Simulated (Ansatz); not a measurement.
`C[CH2][SnH]([F])[F]` → 2 C• + 2 F• + 6 H• + Sn•  (atomization)

Isolated molecules relaxed with PBE0-D4/def2-TZVP in Ansatz; ΔE leaves out vibrations. CCSD(T)/CBS is the MP2 limit (def2-TZVPP, def2-QZVPP) plus CCSD(T) − MP2 in def2-TZVPP, frozen cores. This one scheme is used for every species, atoms too. DFT in def2-TZVPP. B3LYP here is the variant with VWN-RPA as its local correlation; programs differ in this. Open shells (•) are unrestricted, without spin–orbit coupling. Spin–orbit coupling would lower the free atoms: a little for C, F; strongly for Sn. def2 core potentials past Kr. For Sn outer-core shells are correlated without core-valence functions, so the limit isn't a true one: a few kJ/mol of doubt a bond, and 10 to 20 or more in all where bonds break to atoms. One conformer a species, not always the lowest.

| level | ΔE (kcal/mol) |
| --- | --- |
| BLYP-D4 | 934.6 |
| B3LYP-D4 | 934.0 |
| ωB97X-V | 941.9 |
| ωB97M-V | 937.6 |
| B2PLYP | 926.6 |
| MP2/def2-SVP | 898.3 |
| CCSD/def2-SVP | 876.6 |
| SCS-MP2/def2-QZVPP | 942.1 |

**Question.** What does CCSD(T)/CBS give? (Best estimate.)

**Answer.** Ansatz gave: +944.7 kcal/mol. The listed levels differ from it by -10.1, -10.7, -2.8, -7.1, -18.1, -46.4, -68.1, -2.6 kcal/mol.

Largest T1 diagnostic among the species: 0.013.

The D4 term adds +7.9 kcal/mol with B3LYP and +4.1 kcal/mol with PBE0; it sums over pairs of atoms, weighted by their polarisabilities, and B3LYP, whose exchange is more repulsive, gets the larger term. From r2SCAN to r2SCAN0 (25 % exact exchange), in def2-TZVPP and without D4, ΔE moves by −17.4 kcal/mol: exact exchange takes away binding that semilocal exchange gives to molecules. In def2-TZVPP, CCSD(T) changes the Hartree–Fock value by +232.6 kcal/mol (the triples alone add +13.6 kcal/mol) and MP2 by +245.3 kcal/mol; breaking electron pairs costs correlation energy, which Hartree–Fock lacks.

For atomizations the MP2-based limit and the directly extrapolated one differ by several kJ/mol either way, and by 10 to 25 for some Ge, Se and Sn compounds, so smaller differences from it don't rank the levels.
